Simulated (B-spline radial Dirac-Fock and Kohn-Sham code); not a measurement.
Binding energies of Pt⁹⁺

System: Pt⁹⁺, configuration [Xe] 4f14 5d1; nuclear rms radius 5.427 fm (A = 195).

The run's input, task.json:

```json
{"items": [{
  "Z": 78,
  "q": 9,
  "cfg": [[1, 0, 2], [2, 0, 2], [2, 1, 6], [3, 0, 2], [3, 1, 6], [3, 2, 10], [4, 0, 2], [4, 1, 6], [4, 2, 10], [4, 3, 14], [5, 0, 2], [5, 1, 6], [5, 2, 1]],
  "A": 195,
  "rrms": 5.427,
  "do": ["binding"]
}]}
```

Command: `python xray_run.py task.json out`

Level of theory: Dirac-Fock energy differences between relaxed states, corrected for Breit and QED terms; a radial B-spline solver. Correlation energy is missing from these numbers. Energies are counted from the vacuum level.

All terms are in eV, carry their sign (relaxation lowers the binding energy) and add up to the binding energy; ⟨r⟩ is the mean radius of the orbital in the initial state.

| subshell | −ε (Koopmans) | relaxation | Gaunt | retardation | self-energy | vacuum polarisation | binding energy | ⟨r⟩ (bohr) |
| --- | --- | --- | --- | --- | --- | --- | --- | --- |
| K | 79059.6 | -86.69 | -301.07 | 27.91 | -180.02 | 36.24 | 78556.0 | 0.017 |
| L1 | 14156.4 | -50.07 | -33.65 | 2.43 | -26.62 | 5.05 | 14053.6 | 0.072 |
| L2 | 13546.2 | -54.81 | -57.69 | 6.07 | -0.58 | 0.28 | 13439.4 | 0.059 |
| L3 | 11814.1 | -51.21 | -39.05 | 8.49 | -2.09 | -0.18 | 11730.0 | 0.068 |
| M1 | 3505.7 | -26.34 | -6.15 | 0.40 | -6.15 | 1.14 | 3468.6 | 0.186 |
| M2 | 3233.4 | -27.48 | -10.83 | 0.99 | -0.26 | 0.07 | 3195.9 | 0.177 |
| M3 | 2847.2 | -25.54 | -6.99 | 1.61 | -0.53 | -0.05 | 2815.7 | 0.192 |
| M4 | 2399.8 | -28.47 | -4.71 | 0.43 | 0.44 | -0.06 | 2367.4 | 0.168 |
| M5 | 2317.3 | -27.79 | -3.20 | 0.47 | 0.22 | -0.05 | 2287.0 | 0.172 |
| N1 | 905.3 | -8.82 | -1.29 | 0.09 | -1.51 | 0.28 | 894.0 | 0.415 |
| N2 | 788.6 | -8.74 | -2.31 | 0.21 | -0.04 | 0.01 | 777.8 | 0.418 |
| N3 | 695.5 | -7.61 | -1.35 | 0.36 | -0.10 | -0.02 | 686.8 | 0.450 |
| N4 | 504.2 | -7.49 | -0.66 | 0.06 | 0.11 | -0.02 | 496.2 | 0.461 |
| N5 | 486.6 | -7.13 | -0.34 | 0.07 | 0.07 | -0.01 | 479.3 | 0.472 |
| N6 | 240.8 | -6.76 | 0.14 | -0.05 | 0.08 | -0.01 | 234.2 | 0.502 |
| N7 | 237.2 | -6.58 | 0.27 | -0.05 | 0.07 | -0.01 | 230.9 | 0.508 |
| O1 | 261.0 | -1.04 | -0.24 | 0.01 | -0.31 | 0.06 | 259.5 | 0.930 |
| O2 | 218.0 | -0.96 | -0.40 | 0.03 | 0.00 | 0.00 | 216.7 | 0.986 |
| O3 | 200.2 | -0.77 | -0.22 | 0.06 | -0.01 | 0.00 | 199.3 | 1.056 |
| O4,5 | 142.9 | -0.42 | -0.04 | 0.01 | 0.02 | 0.00 | 142.5 | 1.254 |

For the deepest level, K (1s), the Breit terms make up -0.348 % of the binding energy, QED -0.183 % and orbital relaxation -0.110 %.

Spin-orbit splittings: 2p 1709.4 eV, 3p 380.2 eV, 3d 80.43 eV, 4p 90.95 eV, 4d 16.92 eV, 4f 3.34 eV, 5p 17.43 eV.

Going to the tabulated ground configuration of the next ion removes an electron from O4,5 (5d), computed at 142.5 eV. NIST lists 144.9 ± 1.1 eV as the ionisation energy of this species (semi-empirical), +2.44 eV from the computed value. Where a p, d or f shell is open in either ion the computed value averages over both j values and all terms, while the table refers to the lowest levels; that difference holds spin-orbit splitting (largest in heavy or highly charged ions), term energies where several electrons share open shells, and correlation, and it can reach 10 % or more.
